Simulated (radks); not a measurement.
Values are calculated unless marked as measured or tabulated.
Question: These are the eigenvalues of the occupied orbitals of an atom or ion with whole-number occupations (eV). Level of theory: Dirac Kohn-Sham, PBE, spin-unpolarised, spherical densities, point nucleus (a radial shooting solver on a logarithmic mesh with Libxc functionals).

| orbital | eigenvalue |
|---|---|
| 1s1/2 | -83058.73 |
| 2s1/2 | -14716.66 |
| 2p1/2 | -14117.52 |
| 2p3/2 | -12169.43 |
| 3s1/2 | -3499.826 |
| 3p1/2 | -3230.591 |
| 3p3/2 | -2799.076 |
| 3d3/2 | -2354.526 |
| 3d5/2 | -2262.092 |
| 4s1/2 | -777.6283 |
| 4p1/2 | -662.2880 |
| 4p3/2 | -558.0976 |
| 4d3/2 | -369.9188 |
| 4d5/2 | -350.4989 |
| 5s1/2 | -128.3618 |
| 4f5/2 | -108.3822 |
| 4f7/2 | -104.1900 |
| 5p1/2 | -90.3723 |
| 5p3/2 | -72.1247 |
| 5d3/2 | -21.3092 |
| 5d5/2 | -19.4170 |
| 6p1/2 | -9.0867 |

Which element is it, and in what charge state? The configuration may be excited. Open shells, if any, fill j = l - 1/2 first.

Answer: Z = 80, mercury, charge +1: Hg+ in [Xe] 4f14 5d10 6p1. The list shows which subshells hold electrons but not how many an open one holds; the 1s level, -3052.4 hartree, gives Z - s = 78.1 by -(Z - s)^2/2, which with screening and relativity narrows Z to a few neighbours, and the depths of the outer levels then fix element, charge and occupations together.
